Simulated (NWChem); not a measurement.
System: CH6OSSi; SMILES O([SiH2]S)C

Excerpt of the output:

```
             Northwest Computational Chemistry Package (NWChem) 7.3.0
             --------------------------------------------------------

                             Geometry "geometry" -> ""
                             -------------------------

 Output coordinates in angstroms (scale by  1.889725989 to convert to a.u.)

  No.       Tag          Charge          X              Y              Z
 ---- ---------------- ---------- -------------- -------------- --------------
    1 Si                  14.0000    -1.05211700     0.01062800     0.12345400
    2 S                   16.0000     0.09553600     1.79929300     0.45210100
    3 O                    8.0000    -0.20725800    -1.38057900     0.43689200
    4 C                    6.0000     0.99325800    -1.75196800    -0.18190800
    5 H                    1.0000    -2.17331500     0.02864500     1.09286100
    6 H                    1.0000    -1.51879400     0.02866000    -1.29622700
    7 H                    1.0000     0.57463200     1.85698100    -0.80914700
    8 H                    1.0000     1.77847400    -0.98689100    -0.04266900
    9 H                    1.0000     1.34707500    -2.69111300     0.26906000
   10 H                    1.0000     0.86408900    -1.92273100    -1.26715000

 Effective nuclear repulsion energy (a.u.)     222.9494898222

                                 NWChem DFT Module
                                 -----------------

 Summary of "ao basis" -> "ao basis" (spherical)
 ------------------------------------------------------------------------------
       Tag                 Description            Shells   Functions and Types
 ---------------- ------------------------------  ------  ---------------------
 Si                          6-31g*                  8       18   4s3p1d
 S                           6-31g*                  8       18   4s3p1d
 O                           6-31g*                  6       14   3s2p1d
 C                           6-31g*                  6       14   3s2p1d
 H                           6-31g*                  2        2   2s

 in cosmo_initialize ...
 calling solv_data for solv:meg

 solvent parameters
 solvname_short: meg
 solvname_long:  1,2-ethanediol
 dielec:       40.2450
 dielecinf:     2.0501
 nonaqueous SMD model solvent descriptors
 dielec:       40.2450
 sola:          0.5800
 solb:          0.7800
 solc:          0.0000
 solg:         69.0700
 solh:          0.0000
 soln:          1.4318

          ---------------
          -cosmo- solvent
          ---------------
 Cosmo: York-Karplus, doi: 10.1021/jp992097l
 dielectric constant -eps-     =  40.24
 screen = (eps-1)/(eps    )    =   0.97515
 surface charge correction     = lagrangian

   van der Waals surface
 --------------------------

 ---------- ATOMIC COORDINATES (A.U.) ------------ VDWR(ANG.) --
     1   -1.98821284    0.02008401    0.23329423     2.470
     2    0.18053686    3.40017074    0.85434701     2.490
     3   -0.39166083   -2.60891602    0.82560617     1.520
     4    1.87698546   -3.31073946   -0.34375628     1.850
     5   -4.10696984    0.05413120    2.06520783     1.200
     6   -2.87010449    0.05415955   -2.44951385     1.200
     7    1.08589702    3.50918526   -1.52906611     1.200
     8    3.36082854   -1.86495357   -0.08063272     1.200
     9    2.54560264   -5.08546617    0.50844967     1.200
    10    1.63289144   -3.63343474   -2.39456629     1.200
 number of segments per atom =        128
 number of   points per atom =        128
 atom (   nspa,  nppa )
 ----------------------
    1 (     68,     0 )       0
    2 (     94,     0 )       0
    3 (     26,     0 )       0
    4 (     58,     0 )       0
    5 (     32,     0 )       0
    6 (     31,     0 )       0
    7 (     22,     0 )       0
    8 (     48,     0 )       0
    9 (     56,     0 )       0
   10 (     52,     0 )       0
 number of -cosmo- surface points =      487
 molecular surface =    135.237 angstrom**2
 molecular volume  =    126.095 angstrom**3
 -lineq- algorithm             =   0
 -bem- low  level              =   3
 -bem- from -octahedral-
 gaussian surface charge width =   4.50000
 degree of switching           =   1.00000
 switching function tolerance  =   0.00010
 atomic radii =
 --------------
    1 14.000  2.470
    2 16.000  2.490
    3  8.000  1.520
    4  6.000  1.850
    5  1.000  1.200
    6  1.000  1.200
    7  1.000  1.200
    8  1.000  1.200
    9  1.000  1.200
   10  1.000  1.200
 ...... end of -cosmo- initialization ......

 nat:                    10
 ixmem:                  5529
 calling mnsol_interface()
 G(SMD-CDS) energy (kcal/mol)  =     2.101
 SMD-CDS SASA (angstrom**2)    =   151.134

            General Information
            -------------------
          SCF calculation type: DFT
          Wavefunction type:  closed shell.
          No. of atoms     :    10
          No. of electrons :    50
           Alpha electrons :    25
            Beta electrons :    25
          Charge           :     0
          Spin multiplicity:     1
          Use of symmetry is: off; symmetry adaption is: off
          Maximum number of iterations: 150
          AO basis - number of functions:    76
                     number of shells:    40
          Convergence on energy requested:  1.00D-06
          Convergence on density requested:  1.00D-05
          Convergence on gradient requested:  5.00D-04

              XC Information
              --------------
                       M06-2X Method XC Functional
                     Hartree-Fock (Exact) Exchange  0.540
                        M06-2X Exchange Functional  1.000
                      M06-2X Correlation Potential  1.000

             Grid Information
             ----------------
          Grid used for XC integration:  medium
          Radial quadrature: Mura-Knowles
          Angular quadrature: Lebedev.
          Tag              B.-S. Rad. Rad. Pts. Rad. Cut. Ang. Pts.
          ---              ---------- --------- --------- ---------
          Si                  1.10       88          10.0       590
          S                   1.00       88          11.0       590
          O                   0.60       49          10.0       434
          C                   0.70       49          11.0       434
          H                   0.35       45          12.0       434
          Grid pruning is: on
          Number of quadrature shells:   544
          Spatial weights used:  Erf1

      Superposition of Atomic Density Guess
      -------------------------------------

 Sum of atomic energies:        -801.67699009

      Non-variational initial energy
      ------------------------------

 Total energy =    -803.278305
 1-e energy   =   -1550.264235
 2-e energy   =     524.036441
 HOMO         =      -0.331077
 LUMO         =       0.069524

   convergence    iter        energy       DeltaE   RMS-Dens  Diis-err
 ---------------- ----- ----------------- --------- --------- ---------
     COSMO gas phase
 d= 0,ls=0.0,diis     1   -804.4611080721 -1.03D+03  1.17D-02  4.97D-01
 d= 0,ls=0.0,diis     2   -804.4792169138 -1.81D-02  5.35D-03  4.93D-01
 d= 0,ls=0.0,diis     3   -804.5256391254 -4.64D-02  1.21D-03  1.45D-02
 d= 0,ls=0.0,diis     4   -804.5269121911 -1.27D-03  4.64D-04  1.26D-03
 d= 0,ls=0.0,diis     5   -804.5270968575 -1.85D-04  8.66D-05  3.31D-05
  Resetting Diis
 d= 0,ls=0.0,diis     6   -804.5271019874 -5.13D-06  2.29D-05  2.62D-06
 d= 0,ls=0.0,diis     7   -804.5271024289 -4.41D-07  4.44D-06  5.66D-08

   convergence    iter        energy       DeltaE   RMS-Dens  Diis-err
 ---------------- ----- ----------------- --------- --------- ---------
     COSMO solvation phase
 d= 0,ls=0.0,diis     1   -804.5302464760 -3.14D-03  1.75D-03  3.40D-03
 d= 0,ls=0.0,diis     2   -804.5312009000 -9.54D-04  4.03D-04  9.37D-04
 d= 0,ls=0.0,diis     3   -804.5312917126 -9.08D-05  1.95D-04  2.81D-04
 d= 0,ls=0.0,diis     4   -804.5313218823 -3.02D-05  6.91D-05  1.86D-05
 d= 0,ls=0.0,diis     5   -804.5313242843 -2.40D-06  1.69D-05  8.89D-07
 d= 0,ls=0.0,diis     6   -804.5313244253 -1.41D-07  4.36D-06  5.24D-08

         Total DFT energy =     -804.531324425328
      One electron energy =    -1553.787205935494
           Coulomb energy =      589.037642286666
    Exchange-Corr. energy =      -62.846551844477
 Nuclear repulsion energy =      222.949489822225

             COSMO energy =        0.115301245753

 Numeric. integr. density =       50.000016049186

                                COSMO-SMD solvation results
                                ---------------------------

             internal energy in gas <Psi(g)|H|Psi(g)> =      -804.527102428907
         internal energy in solvent <Psi(s)|H|Psi(s)> =      -804.525770706724
                               delta internal energy  =         0.001331722183 (    0.84 kcal/mol)
   total free energy in solvent <Psi(s)|H+V/2|Psi(s)> =      -804.534672071808
 polarization energy contribution <Psi(s)|V/2|Psi(s)> =        -0.008901365084 (   -5.59 kcal/mol)
    total free energy in solvent including G(SMD-CDS) =      -804.531324425328
                       G(SMD-CDS) energy contribution =         0.003347646480 (    2.10 kcal/mol)
     1 M fixed-concentration free energy of solvation =        -0.004221996420 (   -2.65 kcal/mol)

                       DFT Final Molecular Orbital Analysis
                       ------------------------------------

 Vector   23  Occ=2.000000D+00  E=-3.793521D-01
              MO Center= -6.8D-02, -7.6D-01,  2.6D-01, r^2= 4.0D+00
   Bfn.  Coefficient  Atom+Function         Bfn.  Coefficient  Atom+Function
  ----- ------------  ---------------      ----- ------------  ---------------
    41      0.322182   3 O  pz               45      0.256858   3 O  pz
    40     -0.252311   3 O  py               26     -0.209254   2 S  py
     8      0.196249   1 Si py               44     -0.187385   3 O  py
    55     -0.179765   4 C  pz               25     -0.172253   2 S  px
    66     -0.166376   5 H  s                73     -0.149566   9 H  s

 Vector   24  Occ=2.000000D+00  E=-3.522058D-01
              MO Center= -8.5D-02, -3.5D-01,  4.1D-02, r^2= 4.0D+00
   Bfn.  Coefficient  Atom+Function         Bfn.  Coefficient  Atom+Function
  ----- ------------  ---------------      ----- ------------  ---------------
    41      0.310139   3 O  pz               26      0.280546   2 S  py
    45      0.255001   3 O  pz               68      0.237778   6 H  s
    39      0.222181   3 O  px               40      0.200781   3 O  py
    43      0.186169   3 O  px               44      0.165449   3 O  py
    30      0.160208   2 S  py               76      0.151478  10 H  s

 Vector   25  Occ=2.000000D+00  E=-3.240223D-01
              MO Center=  3.4D-02,  1.6D+00,  4.2D-01, r^2= 2.0D+00
   Bfn.  Coefficient  Atom+Function         Bfn.  Coefficient  Atom+Function
  ----- ------------  ---------------      ----- ------------  ---------------
    25      0.527317   2 S  px               26     -0.348724   2 S  py
    29      0.326987   2 S  px               30     -0.223273   2 S  py
    21     -0.199557   2 S  px               27      0.193169   2 S  pz
    22      0.131846   2 S  py               31      0.124879   2 S  pz
    40     -0.122663   3 O  py               44     -0.098448   3 O  py

 Vector   26  Occ=0.000000D+00  E= 5.986936D-02
              MO Center= -4.3D-01,  6.1D-01,  1.2D-01, r^2= 5.1D+00
   Bfn.  Coefficient  Atom+Function         Bfn.  Coefficient  Atom+Function
  ----- ------------  ---------------      ----- ------------  ---------------
    28     -1.152196   2 S  s                11      1.100645   1 Si px
    70      0.838793   7 H  s                10      0.814171   1 Si s
    31      0.564412   2 S  pz               30      0.551994   2 S  py
    56     -0.325834   4 C  s                42     -0.323562   3 O  s
    12      0.285605   1 Si py               24     -0.241409   2 S  s

 Vector   27  Occ=0.000000D+00  E= 6.393634D-02
              MO Center= -1.2D+00, -3.8D-03,  3.3D-02, r^2= 4.8D+00
   Bfn.  Coefficient  Atom+Function         Bfn.  Coefficient  Atom+Function
  ----- ------------  ---------------      ----- ------------  ---------------
    12      1.334472   1 Si py               28     -0.711834   2 S  s
    42      0.583262   3 O  s                29      0.491863   2 S  px
    10      0.451605   1 Si s                 8      0.333812   1 Si py
    30      0.317392   2 S  py               66     -0.193276   5 H  s
    25      0.190034   2 S  px               68     -0.189681   6 H  s

 Vector   28  Occ=0.000000D+00  E= 7.335873D-02
              MO Center= -1.5D-01,  1.2D+00,  1.4D-02, r^2= 3.9D+00
   Bfn.  Coefficient  Atom+Function         Bfn.  Coefficient  Atom+Function
  ----- ------------  ---------------      ----- ------------  ---------------
    70      1.069554   7 H  s                31      0.622175   2 S  pz
    11     -0.535351   1 Si px                6     -0.470713   1 Si s
    30     -0.458298   2 S  py               29     -0.399440   2 S  px
    68      0.355607   6 H  s                10     -0.311641   1 Si s
    28     -0.297348   2 S  s                42      0.249498   3 O  s

     Multipole analysis of the density
     ---------------------------------

     L   x y z        total         alpha         beta         nuclear
     -   - - -        -----         -----         ----         -------
     0   0 0 0     -0.000000    -25.000000    -25.000000     50.000000

     1   1 0 0      0.315589      7.742604      7.742604    -15.169619
     1   0 1 0     -0.344416     -3.663090     -3.663090      6.981765
     1   0 0 1     -0.992124     -9.294993     -9.294993     17.597862

     2   2 0 0    -28.479818    -76.717140    -76.717140    124.954462
     2   1 1 0     -1.379619     20.091006     20.091006    -41.561631
     2   1 0 1     -1.078677      7.701981      7.701981    -16.482639
     2   0 2 0    -32.278816   -196.171334   -196.171334    360.063852
     2   0 1 1     -0.857793    -18.938877    -18.938877     37.019960
     2   0 0 2    -29.959050    -33.581894    -33.581894     37.204737
```

Level: M06-2X/6-31G* (spherical d), SMD on the gas-phase geometry. Geometry: optimised at PBE0/def2-SVP. Solvent: ethylene glycol.

Task: Reconstruct the input file.

Result: One answer among several that fit: the input that was run:
```
start job
memory heap 200 mb stack 900 mb global 1100 mb
geometry units angstroms noautosym nocenter noautoz
  Si    -1.052117     0.010628     0.123454
  S      0.095536     1.799293     0.452101
  O     -0.207258    -1.380579     0.436892
  C      0.993258    -1.751968    -0.181908
  H     -2.173315     0.028645     1.092861
  H     -1.518794     0.028660    -1.296227
  H      0.574632     1.856981    -0.809147
  H      1.778474    -0.986891    -0.042669
  H      1.347075    -2.691113     0.269060
  H      0.864089    -1.922731    -1.267150
end
basis spherical
  * library 6-31g*
end
dft
  xc m06-2x
  iterations 150
end
cosmo
  do_cosmo_smd true
  solvent meg
end
task dft energy
```
